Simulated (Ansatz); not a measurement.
`O[SiH](O)[AlH2]` at its PBE0-D4/def2-TZVP geometry, where that method's forces vanish. Charge 0, multiplicity 1.

```xyz
9

O     0.2228    0.5477    1.8647
Si   -0.6112    0.3894    0.4427
O    -1.6913   -0.8658    0.4637
Al    0.9662    0.1318   -1.4534
H     0.9340   -0.0688    2.0422
H    -1.4733    1.5943    0.4053
H    -1.3511   -1.7559    0.3679
H     1.9243   -1.1456   -1.4835
H     1.0795    1.1728   -2.6496
```

(1) What forces (eV/Å) does r2SCAN-D4/def2-TZVPP give on these atoms in the Gaussian-basis code of Ansatz? (An estimate is asked.)

Results:

(1) Ansatz gave: 
```
O1   0.002  0.036  0.083
Si2  0.045  0.056 -0.119
O3  -0.084 -0.028  0.020
Al4  0.000  0.005 -0.006
H5   0.027 -0.018  0.004
H6   0.003 -0.021  0.018
H7   0.011 -0.030 -0.008
H8  -0.011  0.021 -0.005
H9   0.007 -0.022  0.012
```
